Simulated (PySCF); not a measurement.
PySCF input for Te(GeH3)(OSiH3) (GeH6OSiTe), SMILES [SiH3]O[Te][GeH3], TDDFT-LC-ωPBE/def2-SVPD. The structure is a stationary point at B3LYP-D3(BJ)/def2-SVP. The structure was generated by enumeration, and PubChem lists no compound with its InChIKey, so it may never have been made. The def2 effective core potentials stand for the cores of Te; spin–orbit coupling is left out. One conformer was computed; it need not be the lowest.

```python
import numpy as np
from pyscf import gto, scf, dft, tdscf

mol = gto.M(
    atom='''
    Te   -0.00865641   -0.41763363    0.91882218
    Ge   -1.09691012    1.51214604   -0.42540852
    H    -2.43547013    1.83250647    0.27109740
    H    -0.16852197    2.73985884   -0.40720964
    H    -1.33345939    1.04458565   -1.87269099
    O     1.56514357   -0.52991342   -0.36013900
    Si    1.58224492   -1.59482201   -1.65223664
    H     1.48101305   -3.01419971   -1.19843194
    H     2.88003807   -1.38458905   -2.35108145
    H     0.45507963   -1.32307070   -2.59493917
    ''',
    basis='def2-SVPD',
    ecp={'Te': 'def2-svp'},
    charge=0,
    spin=0,
    max_memory=1600,
    verbose=4,
)
mf = dft.RKS(mol, xc='lc_wpbe').density_fit(auxbasis='def2-universal-jkfit')
mf.grids.level = 3
mf.conv_tol = 1e-9
mf.max_cycle = 100
mf.kernel()
mf.grids = dft.Grids(mol).set(level=1).build(with_non0tab=True)  # coarser grid for the response kernel
td = tdscf.TDDFT(mf)
td.singlet = True
td.nstates = 10
td.conv_tol = 1e-4
td.positive_eig_threshold = 1e-6
td.kernel(x0=td.get_init_guess(mf, 15))
td.analyze()
tt = tdscf.TDA(mf)
tt.singlet = False
tt.nstates = 4
tt.conv_tol = 1e-4
tt.positive_eig_threshold = 1e-6
tt.kernel(x0=tt.get_init_guess(mf, 9))
tt.analyze(verbose=3)
```

Program output:

```
PySCF version 2.14.0

[INPUT] verbose = 4
[INPUT] num. atoms = 10
[INPUT] num. electrons = 84
[INPUT] charge = 0
[INPUT] spin (= nelec alpha-beta = 2S) = 0
[INPUT] symmetry False subgroup None
[INPUT] Mole.unit = angstrom
[INPUT] Symbol           X                Y                Z      unit          X                Y                Z       unit  Magmom
[INPUT]  1 Te    -0.008656410000  -0.417633630000   0.918822180000 AA   -0.016358244122  -0.789213181108   1.736322277376 Bohr   0.0
[INPUT]  2 Ge    -1.096910120000   1.512146040000  -0.425408520000 AA   -2.072859710064   2.857541875946  -0.803905593857 Bohr   0.0
[INPUT]  3 H     -2.435470130000   1.832506470000   0.271097400000 AA   -4.602371530259   3.462935349794   0.512299839082 Bohr   0.0
[INPUT]  4 H     -0.168521970000   2.739858840000  -0.407209640000 AA   -0.318460369272   5.177582827569  -0.769514694883 Bohr   0.0
[INPUT]  5 H     -1.333459390000   1.044585650000  -1.872690990000 AA   -2.519873045330   1.973980792151  -3.538873087041 Bohr   0.0
[INPUT]  6 O      1.565143570000  -0.529913420000  -0.360139000000 AA    2.957692692924  -1.001391233532  -0.680564076775 Bohr   0.0
[INPUT]  7 Si     1.582244920000  -1.594822010000  -1.652236640000 AA    2.990009560784  -3.013776816328  -3.122274742572 Bohr   0.0
[INPUT]  8 H      1.481013050000  -3.014199710000  -1.198431940000 AA    2.798709051407  -5.696011936643  -2.264708145531 Bohr   0.0
[INPUT]  9 H      2.880038070000  -1.384589050000  -2.351081450000 AA    5.442483180621  -2.616494099572  -4.442900037045 Bohr   0.0
[INPUT] 10 H      0.455079630000  -1.323070700000  -2.594939170000 AA    0.859975865568  -2.500241266437  -4.903724341206 Bohr   0.0

nuclear repulsion = 487.464526551238
number of shells = 70
number of NR pGTOs = 285
number of NR cGTOs = 168
basis = def2-SVPD
ecp = {'Te': 'def2-svp'}


[settings echo left out]
init E= -2683.49165699076
  HOMO = -0.636511486585857  LUMO = -0.622554768716459  gap/eV = 0.37978
cycle= 1 E= -2709.28165190391  delta_E= -25.8  |g|=  3.2  |ddm|= 10.4
  HOMO = -0.0512028453164724  LUMO = -0.0363788311062738  gap/eV = 0.40338
cycle= 2 E= -2695.61887450687  delta_E= 13.7  |g|= 6.38  |ddm|= 58.6
  HOMO = -0.188404070879788  LUMO = -0.103548295573269  gap/eV = 2.30904
cycle= 3 E= -2712.34434089121  delta_E= -16.7  |g|= 1.05  |ddm|=   58
  HOMO = -0.252622378370557  LUMO = -0.0178781551240407  gap/eV = 6.38772
cycle= 4 E= -2712.43190739992  delta_E= -0.0876  |g|= 0.891  |ddm|= 2.05
  HOMO = -0.298693071535816  LUMO = 0.000162747039820223  gap/eV = 8.13228
cycle= 5 E= -2712.58207432964  delta_E= -0.15  |g|= 0.0991  |ddm|= 0.815
  HOMO = -0.329029110257602  LUMO = -0.00911365517980525  gap/eV = 8.70534
cycle= 6 E= -2712.58613350646  delta_E= -0.00406  |g|= 0.0444  |ddm|= 0.185
  HOMO = -0.329357229586385  LUMO = -0.00766842357517986  gap/eV = 8.75360
cycle= 7 E= -2712.58664970788  delta_E= -0.000516  |g|= 0.0217  |ddm|= 0.0704
  HOMO = -0.329486594941442  LUMO = -0.00707541049746723  gap/eV = 8.77326
cycle= 8 E= -2712.58673397637  delta_E= -8.43e-05  |g|= 0.00298  |ddm|= 0.0294
  HOMO = -0.32879405606997  LUMO = -0.00652113440520933  gap/eV = 8.76949
cycle= 9 E= -2712.58673875822  delta_E= -4.78e-06  |g|= 0.000966  |ddm|= 0.00881
  HOMO = -0.328709766326781  LUMO = -0.00648303296226814  gap/eV = 8.76824
cycle= 10 E= -2712.58673977138  delta_E= -1.01e-06  |g|= 0.000302  |ddm|= 0.00378
  HOMO = -0.328730386541346  LUMO = -0.0064925466809125  gap/eV = 8.76854
cycle= 11 E= -2712.58673993699  delta_E= -1.66e-07  |g|= 0.000146  |ddm|= 0.00135
  HOMO = -0.328729840372083  LUMO = -0.00649404530470482  gap/eV = 8.76848
cycle= 12 E= -2712.58673998695  delta_E= -5e-08  |g|= 6.03e-05  |ddm|= 0.000821
  HOMO = -0.328730270423773  LUMO = -0.00649543409107462  gap/eV = 8.76846
cycle= 13 E= -2712.58674000347  delta_E= -1.65e-08  |g|= 2.42e-05  |ddm|= 0.000441
  HOMO = -0.328726882755671  LUMO = -0.00649319177916176  gap/eV = 8.76843
cycle= 14 E= -2712.58674000499  delta_E= -1.52e-09  |g|= 1.03e-05  |ddm|= 0.000188
  HOMO = -0.328728253773968  LUMO = -0.00649399440579672  gap/eV = 8.76844
cycle= 15 E= -2712.58674000509  delta_E= -1.07e-10  |g|= 3.91e-06  |ddm|= 4.21e-05
  HOMO = -0.328728086797091  LUMO = -0.006494039538922  gap/eV = 8.76844
Extra cycle  E= -2712.5867400051  delta_E= -1.05e-11  |g|= 3.75e-06  |ddm|= 1.15e-05
converged SCF energy = -2712.5867400051
tot grids = 41872
Overwritten attributes  positive_eig_threshold  of <class 'pyscf.tdscf.rks.TDDFT'>


******** <class 'pyscf.tdscf.rks.TDDFT'> for <class 'pyscf.df.df_jk.DFRKS'> ********
nstates = 10 singlet
deg_eia_thresh = 1.000e-03
wfnsym = None
conv_tol = 0.0001
eigh lindep = 1e-12
eigh level_shift = 0
eigh max_cycle = 100


Excitation energies (eV)
[2.72123508 4.53074206 4.67752227 6.27159963 6.36911038 6.62173453
 6.69802476 7.08912541 7.22943513 7.3258251 ]

** Singlet excitation energies and oscillator strengths **
Excited State   1:      2.72124 eV    455.62 nm  f=0.0008
      42 -> 43        0.68968
Excited State   2:      4.53074 eV    273.65 nm  f=0.0063
      41 -> 43        0.67838
Excited State   3:      4.67752 eV    265.06 nm  f=0.0052
      42 -> 44       -0.65173
      42 -> 47        0.14119
      42 -> 52        0.13850
      42 -> 55        0.12454
Excited State   4:      6.27160 eV    197.69 nm  f=0.0860
      40 -> 43       -0.13661
      42 -> 45        0.61328
      42 -> 47        0.10549
      42 -> 48        0.13036
      42 -> 49       -0.14664
      42 -> 52       -0.10294
Excited State   5:      6.36911 eV    194.66 nm  f=0.0228
      35 -> 43        0.21439
      39 -> 43       -0.44924
      40 -> 43        0.40083
      42 -> 45        0.12264
Excited State   6:      6.62173 eV    187.24 nm  f=0.1999
      39 -> 43        0.13254
      41 -> 44        0.53284
      41 -> 47       -0.10316
      42 -> 49        0.13417
      42 -> 50        0.23208
      42 -> 51       -0.18187
Excited State   7:      6.69802 eV    185.11 nm  f=0.0462
      36 -> 43       -0.22873
      39 -> 43       -0.39007
      40 -> 43       -0.44823
Excited State   8:      7.08913 eV    174.89 nm  f=0.0020
      42 -> 44       -0.16340
      42 -> 45        0.18013
      42 -> 46       -0.16023
      42 -> 47       -0.38957
      42 -> 48       -0.29991
      42 -> 49        0.11878
      42 -> 50        0.11424
      42 -> 51        0.26231
      42 -> 52       -0.17178
Excited State   9:      7.22944 eV    171.50 nm  f=0.1287
      42 -> 46       -0.61899
      42 -> 47        0.18446
      42 -> 50        0.17011
      42 -> 51       -0.10432
Excited State  10:      7.32583 eV    169.24 nm  f=0.0350
      42 -> 47        0.46082
      42 -> 48       -0.13608
      42 -> 49        0.18569
      42 -> 51        0.40583

** Transition electric dipole moments (AU) **
state          X           Y           Z        Dip. S.      Osc.
  1         0.0429     -0.0565     -0.0868      0.0126      0.0008
  2         0.1783     -0.1452     -0.0638      0.0569      0.0063
  3        -0.1521     -0.1217     -0.0859      0.0453      0.0052
  4        -0.1955     -0.5240     -0.4971      0.5599      0.0860
  5        -0.3600      0.1097     -0.0649      0.1459      0.0228
  6        -0.4396      0.8829     -0.5095      1.2323      0.1999
  7         0.4313      0.1469     -0.2716      0.2813      0.0462
  8        -0.0752      0.0770     -0.0015      0.0116      0.0020
  9         0.0905     -0.5907      0.6079      0.7267      0.1287
 10         0.0184      0.4354      0.0725      0.1952      0.0350

WARN: ECP detected. Skipping calculation of transition velocity and magnetic dipole moments, which have not yet been implemented.

Overwritten attributes  positive_eig_threshold  of <class 'pyscf.tdscf.rks.TDA'>


******** <class 'pyscf.tdscf.rks.TDA'> for <class 'pyscf.df.df_jk.DFRKS'> ********
nstates = 4 triplet
deg_eia_thresh = 1.000e-03
wfnsym = None
conv_tol = 0.0001
eigh lindep = 1e-12
eigh level_shift = 0
eigh max_cycle = 100


Excitation energies (eV)
[1.96326653 3.81764598 4.08891236 5.27808596]

** Triplet excitation energies and oscillator strengths **
Excited State   1:      1.96327 eV    631.52 nm  f=0.0000
Excited State   2:      3.81765 eV    324.77 nm  f=0.0000
Excited State   3:      4.08891 eV    303.22 nm  f=0.0000
Excited State   4:      5.27809 eV    234.90 nm  f=0.0000
```

The calculation finished and met its thresholds.

Cost: very roughly 7 core-minutes.
